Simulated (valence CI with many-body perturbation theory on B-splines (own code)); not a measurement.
Ir VII: electric-dipole lines

Computed by relativistic CI+MBPT: three valence electrons over a frozen Dirac-Fock core [Xe] 4f14, a basis of 9 s, 9 p, 10 d, 8 f, 5 g, 3 h, 1 i functions for each j, with the one-electron correlation potential Σ1 (screened to all orders), the two-electron term Σ2, the three-electron term Σ3, Breit, model QED; selected single and double excitations, second order for the rest, scaled by the run's own slope (own B-spline code, finite nucleus).

No measured levels were compared; by estimate terms of the open shell hold to 2 to 4 % of their energy, and close levels can change places; different configurations can be misplaced against each other by 1,000 to 8,000 cm⁻¹. Core correlation moves these levels by up to 17000 cm⁻¹, and in measured spectra 5 to 20 % of such shifts remained as error; rates that hang on mixing are uncertain with them.

Lines 1 to 50 of 255 in falling wavelength, among levels below 279210 cm⁻¹, chosen from the strongest by gf and those to the six lowest levels. Wavelengths and rates use the calculated energies, so an error of 2000 cm⁻¹ moves a line at 130.6 nm by 2.6 % and its rate by three times that or more. Electric multipoles are in the length gauge, E1 and E2 with the static RPA response of the core. Weak lines are less certain than strong ones. Lines between different terms over intervals too small for the method are left out, as are lines whose strength nearly cancels. Where a level lies close to another of its J and parity, the split of strength between their lines is uncertain. The highest levels of a list are the least certain.

Levels are named by their leading jj configuration (3d3/2^4 stands for four electrons in 3d with j = 3/2), which in mixed levels can hold well under half, so a name can repeat and another be missing. Letters in brackets count levels of one name in rising energy.

```tsv
λ vac (nm)	Upper	Lower	A (s⁻¹)	log gf	Branch %
130.6	(5d3/2 5d5/2 6p1/2) J=3/2 [b]	(5d3/2 5d5/2 6s) J=1/2	1.83e+08	-0.73	1.7
129.3	(5d3/2 5d5/2 6p1/2) J=9/2	(5d3/2 5d5/2 6s) J=7/2 [b]	3.53e+08	-0.05	5.0
129.2	(5d5/2^2 6p1/2) J=5/2	(5d5/2^2 6s) J=3/2	3.60e+08	-0.27	5.1
127.7	(5d3/2 5d5/2 6p1/2) J=5/2 [b]	(5d3/2 5d5/2 6s) J=3/2 [b]	2.21e+08	-0.49	2.7
127.7	(5d3/2 5d5/2 6p1/2) J=1/2	(5d3/2 5d5/2 6s) J=3/2 [b]	3.29e+08	-0.79	3.3
127.2	(5d3/2 5d5/2 6p1/2) J=7/2 [a]	(5d3/2 5d5/2 6s) J=5/2 [a]	3.09e+08	-0.22	6.7
126.3	(5d3/2 5d5/2 6p1/2) J=7/2 [b]	(5d3/2 5d5/2 6s) J=7/2 [b]	3.47e+08	-0.18	3.0
126.2	(5d3/2^2 6p1/2) J=5/2	(5d3/2^2 6s) J=5/2	4.07e+08	-0.23	14.3
125.0	(5d3/2 5d5/2 6p1/2) J=5/2 [a]	(5d3/2 5d5/2 6s) J=5/2 [a]	2.84e+08	-0.40	3.1
124.9	(5d5/2^2 6p1/2) J=7/2	(5d5/2^2 6s) J=7/2	3.84e+08	-0.14	3.3
124.7	(5d3/2 5d5/2 6p3/2) J=9/2 [a]	(5d5/2^2 6s) J=7/2	2.00e+08	-0.33	3.2
122.4	(5d3/2 5d5/2 6p1/2) J=3/2 [a]	(5d3/2 5d5/2 6s) J=5/2 [b]	6.99e+08	-0.20	7.1
121.8	(5d3/2^2 6p1/2) J=1/2	(5d3/2^2 6s) J=1/2	9.60e+08	-0.37	8.2
121.6	(5d3/2 5d5/2 6p1/2) J=3/2 [a]	(5d3/2 5d5/2 6s) J=3/2 [a]	2.22e+08	-0.70	2.3
121.3	(5d3/2^2 6p3/2) J=3/2 [a]	(5d3/2 5d5/2 6s) J=3/2 [b]	1.82e+08	-0.79	1.3
121.0	(5d3/2^2 6p1/2) J=5/2	(5d3/2^2 6s) J=3/2	6.88e+08	-0.04	24.2
121.0	(5d5/2^2 6p1/2) J=7/2	(5d5/2^2 6s) J=9/2	5.15e+08	-0.04	4.4
120.8	(5d3/2 5d5/2 6p3/2) J=9/2 [a]	(5d5/2^2 6s) J=9/2	4.46e+08	-0.01	7.2
120.6	(5d3/2 5d5/2 6p1/2) J=5/2 [b]	(5d3/2 5d5/2 6s) J=5/2 [b]	2.87e+08	-0.42	3.6
119.9	(5d3/2 5d5/2 6p1/2) J=5/2 [b]	(5d3/2 5d5/2 6s) J=3/2 [a]	2.27e+08	-0.53	2.8
119.8	(5d3/2 5d5/2 6p1/2) J=1/2	(5d3/2 5d5/2 6s) J=3/2 [a]	4.64e+08	-0.70	4.6
119.1	(5d5/2^2 6p1/2) J=3/2	(5d5/2^2 6s) J=5/2	1.02e+09	-0.06	8.0
119.0	(5d5/2^2 6p1/2) J=5/2	(5d5/2^2 6s) J=5/2	1.82e+08	-0.63	2.6
118.9	(5d3/2 5d5/2 6p1/2) J=7/2 [a]	(5d3/2 5d5/2 6s) J=7/2 [a]	5.51e+08	-0.03	11.9
118.0	(5d3/2^2 6p1/2) J=3/2	(5d3/2^2 6s) J=5/2	8.84e+08	-0.13	8.1
117.9	(5d3/2 5d5/2 6p3/2) J=9/2 [b]	(5d5/2^2 6s) J=7/2	2.67e+08	-0.25	2.3
117.0	(5d3/2 5d5/2 6p1/2) J=5/2 [a]	(5d3/2 5d5/2 6s) J=7/2 [a]	8.05e+08	0.00	8.7
116.8	(5d3/2 5d5/2 6p1/2) J=9/2	(5d3/2 5d5/2 6s) J=9/2	7.05e+08	0.16	10.0
116.2	(5d3/2 5d5/2 6p3/2) J=5/2 [a]	(5d5/2^2 6s) J=5/2	2.66e+08	-0.49	1.4
114.8	(5d3/2^2 6p3/2) J=3/2 [a]	(5d3/2 5d5/2 6s) J=5/2 [b]	2.17e+08	-0.77	1.5
114.5	(5d3/2 5d5/2 6p1/2) J=3/2 [b]	(5d3/2 5d5/2 6s) J=3/2 [a]	3.42e+08	-0.57	3.1
114.5	(5d3/2 5d5/2 6p3/2) J=9/2 [b]	(5d5/2^2 6s) J=9/2	2.44e+08	-0.32	2.1
114.3	(5d3/2 5d5/2 6p1/2) J=7/2 [b]	(5d3/2 5d5/2 6s) J=9/2	8.88e+08	0.14	7.7
114.2	(5d3/2^2 6p3/2) J=3/2 [a]	(5d3/2 5d5/2 6s) J=3/2 [a]	1.84e+08	-0.84	1.3
114.0	(5d3/2 5d5/2 6p3/2) J=7/2 [a]	(5d5/2^2 6s) J=9/2	1.05e+08	-0.79	0.8
113.5	(5d3/2^2 6p1/2) J=3/2	(5d3/2^2 6s) J=3/2	3.74e+08	-0.54	3.4
113.1	(5d3/2^2 6p3/2) J=5/2	(5d3/2 5d5/2 6s) J=5/2 [b]	2.48e+08	-0.54	1.6
109.4	(5d5/2^2 6p1/2) J=7/2	(5d3/2 5d5/2 6s) J=7/2 [b]	1.82e+08	-0.58	1.6
107.5	(5d3/2 5d5/2 6p1/2) J=3/2 [b]	(5d3/2 5d5/2 6s) J=5/2 [a]	3.23e+08	-0.65	2.9
106.9	(5d3/2 5d5/2 6p1/2) J=9/2	(5d3/2 5d5/2 6s) J=7/2 [a]	1.62e+08	-0.56	2.3
106.8	(5d3/2 5d5/2 6p1/2) J=7/2 [a]	(5d3/2^2 6s) J=5/2	3.87e+08	-0.28	8.4
105.7	(5d3/2 5d5/2 6p1/2) J=5/2 [b]	(5d3/2 5d5/2 6s) J=7/2 [a]	1.44e+08	-0.84	1.8
105.0	(5d5/2^2 6p3/2) J=1/2	(5d5/2^2 6s) J=3/2	5.67e+08	-0.73	4.3
104.2	(5d3/2^2 6p3/2) J=7/2	(5d3/2 5d5/2 6s) J=5/2 [a]	2.46e+08	-0.50	1.7
103.7	(5d3/2 5d5/2 6p3/2) J=7/2 [a]	(5d3/2 5d5/2 6s) J=7/2 [b]	1.41e+08	-0.74	1.1
103.3	(5d3/2 5d5/2 6p3/2) J=5/2 [a]	(5d3/2 5d5/2 6s) J=3/2 [b]	3.04e+08	-0.53	1.7
102.2	(5d3/2 5d5/2 6p3/2) J=9/2 [c]	(5d5/2^2 6s) J=9/2	1.24e+08	-0.71	0.6
100.6	(5d5/2^2 6p1/2) J=5/2	(5d3/2 5d5/2 6s) J=5/2 [b]	1.89e+08	-0.76	2.7
99.15	(5d3/2 5d5/2 6p3/2) J=7/2 [b]	(5d3/2 5d5/2 6s) J=7/2 [b]	6.03e+08	-0.15	4.2
98.57	(5d3/2^2 6p3/2) J=7/2	(5d3/2 5d5/2 6s) J=7/2 [a]	1.58e+08	-0.74	1.1
```

(1) How does gf follow from A for the line at 113.5 nm?

Answers

(1) gf = 1.4992 × (2J+1)_upper × A / σ², with σ = 88130 cm⁻¹ and 2J+1 = 4: gf = 0.289.
